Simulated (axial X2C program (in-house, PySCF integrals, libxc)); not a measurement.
# Potential curves of MoH⁻, with spin–orbit coupling

Calculated with an in-house all-electron X2C program for linear molecules (integrals from PySCF). Two-component (2c) means X2C with spin–orbit coupling and atomic mean-field two-electron Coulomb and Gaunt terms. Basis: Mo dyall-acv3z [12s13p10d5f3g], H dyall-av3z [7s3p2d] (cores contracted in-house); Gaussian nuclei, density fitting, unrestricted open shells. Masses: Mo 97.905 u, H 1.008 u.

State: Ω = 3 (⟨Sz⟩ = 3.00, ⟨Lz⟩ = 0.00 at r2SCAN0). Energies in kJ/mol from the fragments at the same level (Mo + H-). Fits are polynomials in 1 − R0/R over 0.85 to 1.23 times the lowest point R0.

```csv
R (Å),r2SCAN0
1.5851,-169.51
1.6580,-185.27
1.7127,-192.40
1.7673,-196.40
1.8220,-197.91
1.8858,-197.22
1.9495,-194.53
2.0315,-188.94
2.1317,-179.99
2.2775,-164.80
```

Occupations by symmetry block were frozen at the best pattern of an incomplete PBE0 search. De is counted from the lowest determinant-based energies of the atoms at the same level, without counterpoise correction. Density functionals use the spin component along the axis (collinear). Other states lie close and PBE0, whose exact exchange favours high spin, may order them wrongly; the determinant shown need not be the ground state. The nearest other spin-free determinant of the search, M_S = 2, Λ = 0, lies 0.06 eV up at the distance of the search. With several unpaired electrons one determinant need not be a pure state. A state of lower Ω lies just above, and one determinant can place such states too high, so the state shown need not be the lowest. The search has Ω = 2 only 0.06 eV up. Open-shell Ω = 0 determinants with evenly filled partner blocks cannot be reached by this program, so the Ω shown need not be the lowest component. The highest occupied level of some functionals is positive through self-interaction error; at Hartree–Fock it is bound.

**Question.** Fit the r2SCAN0 curve near its minimum: give the equilibrium distance, the harmonic wavenumber and the well depth.

**Answer.** At r2SCAN0, 2c: Re = 1.835 Å, ωe ≈ 1320 cm⁻¹, De = 2.05 eV to Mo + H-; Be follows as 5.02 cm⁻¹.
